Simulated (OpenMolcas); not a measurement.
# Ni2+: input and output

Input:

```
&GATEWAY
Coord
1

Ni 0.0 0.0 0.0
Basis=ANO-RCC-VQZP
Group=XYZ
NoMove
AngMom=0.0 0.0 0.0
AMFI
&SEWARD
* reference wave functions (RASSCF and RASSI steps not shown): 8 electrons in 10 orbitals (3d 4d)
>>> COPY JOB001 $Project.JobIph
&CASPT2
Multistate=10 1 2 3 4 5 6 7 8 9 10
Frozen=2 3
IPEA=0.25
Imaginary=0.1
MaxIter=60
WThr=0.0 0.3 0.05
PrWF=0.5
NoMix
>>> COPY JOB002 $Project.JobIph
&CASPT2
Multistate=15 1 2 3 4 5 6 7 8 9 10 11 12 13 14 15
Frozen=2 3
IPEA=0.25
Imaginary=0.1
MaxIter=60
WThr=0.0 0.3 0.05
PrWF=0.5
NoMix
```

Launched by
```bash
OMP_NUM_THREADS=1 MOLCAS_MEM=1689 MOLCAS_PROJECT=a pymolcas a.inp > a.log  # once for each step of the input, in one work folder
```

Output, cut to the results:

```
--- CASPT2 ---
Orbital specifications:
      -----------------------

      Symmetry species                           1   2
                                                ag  au
      Frozen orbitals                            2   3
      Inactive orbitals                          1   3
      Active orbitals                           10   0
      Secondary orbitals                        32  44
      Deleted orbitals                           0   0
      Number of basis functions                 45  50
Type of calculation                        MS-CASPT2
      Fock operator                              state-specific
      IPEA shift                                 0.25
      Real shift                                 0.00
      Imaginary shift                            0.10
      The input orbitals will be transformed to quasi-canonical
Reference energy:       -1518.3384076975
      E2 (Non-variational):      -0.5621298118
      Shift correction:          -0.0000487885
      E2 (Variational):          -0.5621786003
      Total energy:           -1518.9005862977
      Residual norm:              0.0000004791
      Reference weight:           0.95777
      Contributions to the CASPT2 correlation energy
      Active & Virtual Only:         -0.1526121174
      One Inactive Excited:          -0.2993537955
      Two Inactive Excited:          -0.1101638989
Reference energy:       -1518.3384076973
      E2 (Non-variational):      -0.5626706015
      Shift correction:          -0.0000491505
      E2 (Variational):          -0.5627197520
      Total energy:           -1518.9011274493
      Residual norm:              0.0000004793
      Reference weight:           0.95764
      Contributions to the CASPT2 correlation energy
      Active & Virtual Only:         -0.1528229995
      One Inactive Excited:          -0.2996453569
      Two Inactive Excited:          -0.1102022451
::    CASPT2 Root  1     Total energy:  -1518.90058630
::    CASPT2 Root  2     Total energy:  -1518.90112745
::    CASPT2 Root  3     Total energy:  -1518.90090401
::    CASPT2 Root  4     Total energy:  -1518.89906228
::    CASPT2 Root  5     Total energy:  -1518.89919607
::    CASPT2 Root  6     Total energy:  -1518.90170167
::    CASPT2 Root  7     Total energy:  -1518.90154760
::    CASPT2 Root  8     Total energy:  -1518.82862900
::    CASPT2 Root  9     Total energy:  -1518.82861497
::    CASPT2 Root 10     Total energy:  -1518.82863977
::    MS-CASPT2 Root  1     Total energy:  -1518.90284763
::    MS-CASPT2 Root  2     Total energy:  -1518.90257116
::    MS-CASPT2 Root  3     Total energy:  -1518.90106924
::    MS-CASPT2 Root  4     Total energy:  -1518.90078030
::    MS-CASPT2 Root  5     Total energy:  -1518.90015913
::    MS-CASPT2 Root  6     Total energy:  -1518.89882706
::    MS-CASPT2 Root  7     Total energy:  -1518.89804665
::    MS-CASPT2 Root  8     Total energy:  -1518.82862464
::    MS-CASPT2 Root  9     Total energy:  -1518.82855237
::    MS-CASPT2 Root 10     Total energy:  -1518.82853094
--- CASPT2 ---
Orbital specifications:
      -----------------------

      Symmetry species                           1   2
                                                ag  au
      Frozen orbitals                            2   3
      Inactive orbitals                          1   3
      Active orbitals                           10   0
      Secondary orbitals                        32  44
      Deleted orbitals                           0   0
      Number of basis functions                 45  50
Type of calculation                        MS-CASPT2
      Fock operator                              state-specific
      IPEA shift                                 0.25
      Real shift                                 0.00
      Imaginary shift                            0.10
      The input orbitals will be transformed to quasi-canonical
Reference energy:       -1518.2651290111
      E2 (Non-variational):      -0.5764908608
      Shift correction:          -0.0000552260
      E2 (Variational):          -0.5765460868
      Total energy:           -1518.8416750979
      Residual norm:              0.0000007554
      Reference weight:           0.95509
      Contributions to the CASPT2 correlation energy
      Active & Virtual Only:         -0.1592039110
      One Inactive Excited:          -0.2993587979
      Two Inactive Excited:          -0.1179281519
Reference energy:       -1518.2651290110
      E2 (Non-variational):      -0.5763545029
      Shift correction:          -0.0000550389
      E2 (Variational):          -0.5764095418
      Total energy:           -1518.8415385528
      Residual norm:              0.0000006511
      Reference weight:           0.95513
      Contributions to the CASPT2 correlation energy
      Active & Virtual Only:         -0.1592137915
      One Inactive Excited:          -0.2992427944
      Two Inactive Excited:          -0.1178979169
::    CASPT2 Root  1     Total energy:  -1518.84167510
::    CASPT2 Root  2     Total energy:  -1518.84153855
::    CASPT2 Root  3     Total energy:  -1518.84150121
::    CASPT2 Root  4     Total energy:  -1518.84159830
::    CASPT2 Root  5     Total energy:  -1518.84161372
::    CASPT2 Root  6     Total energy:  -1518.79768671
::    CASPT2 Root  7     Total energy:  -1518.79769562
::    CASPT2 Root  8     Total energy:  -1518.80042685
::    CASPT2 Root  9     Total energy:  -1518.80047030
::    CASPT2 Root 10     Total energy:  -1518.79950749
::    CASPT2 Root 11     Total energy:  -1518.80038635
::    CASPT2 Root 12     Total energy:  -1518.79935038
::    CASPT2 Root 13     Total energy:  -1518.79774477
::    CASPT2 Root 14     Total energy:  -1518.79818621
::    CASPT2 Root 15     Total energy:  -1518.66496650
::    MS-CASPT2 Root  1     Total energy:  -1518.84177486
::    MS-CASPT2 Root  2     Total energy:  -1518.84165405
::    MS-CASPT2 Root  3     Total energy:  -1518.84162827
::    MS-CASPT2 Root  4     Total energy:  -1518.84157365
...
```

Levels above the lowest, from the spin-orbit matrix with the single-state CASPT2 energies, averaged by term, on its diagonal:

| Configuration | Term | J | E (cm⁻¹) | Measured (cm⁻¹) | g | Term weight % | Second |
| --- | --- | --- | --- | --- | --- | --- | --- |
| 3d⁸ | ³F | 4 | 0.0 | 0.0 | 1.250 | 100 |  |
| 3d⁸ | ³F | 3 | 1358 | 1361 | 1.084 | 100 |  |
| 3d⁸ | ³F | 2 | 2270 | 2270 | 0.669 | 99 |  |
| 3d⁸ | ¹D | 2 | 13710 | 14032 | 1.055 | 88 | 11 ³P |
| 3d⁸ | ³P | 2 | 16830 | 16662 | 1.443 | 89 | 11 ¹D |
| 3d⁸ | ³P | 1 | 17160 | 16978 | 1.501 | 100 |  |
| 3d⁸ | ³P | 0 | 17420 | 17231 |  | 100 |  |
| 3d⁸ | ¹G | 4 | 23330 | 23109 | 1.000 | 100 |  |
| 3d⁸ | ¹S | 0 | 52820 | 52532 |  | 100 |  |

Against the 8 measured excited levels shown (Corliss and Sugar, J. Phys. Chem. Ref. Data 10, 197 (1981)) the mean absolute deviation is 170 cm-1; the largest miss in energy is 3d⁸ ¹D₂: computed 13710, measured 14032 cm⁻¹ (-2.3 %).

CASPT2 does not keep the components of a term degenerate, so their means are used; among the terms shown or strongly mixed into the levels shown the widest spread is 610 cm-1 (3d⁸ ¹G). Active for correlation alone: 4d; no level in the range computed is led by a configuration that fills it, so any true level of that kind is missing. Measured partners are found by configuration, term and J. A level has none where our copy of the source lacks it or the pairing is in doubt (some pairs that miss far off the trend of their configuration count as doubtful), and it then counts in no deviation. Only configurations of the active space appear. The first state left out of the spin-orbit step lies near 320000 cm-1 above the lowest spin-free state of the reference (among the parities and spins computed), and the list stops at four fifths of that energy or lower.

The term weight is that of the spin-free term in the level, not the purity of its configuration.
